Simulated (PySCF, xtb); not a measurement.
VOF, SMILES [V]([F])=[O] (connectivity only; charge and spin as stated), neutral, multiplicity 3.

Harmonic wavenumbers (cm⁻¹) from xtb with GFN2-xTB at its own minimum, in rising order: 200, 529, 1011.

Problem. What does PBE-D3(BJ)/def2-TZVP (PySCF) give at its own minimum? (Estimate from the structure and the level; the computed values follow.)

Solution. 173, 669, 1033. Paired by order, the mean absolute difference is 63 cm⁻¹ and the zero-point energies are 2.5 and 2.7 kcal/mol.
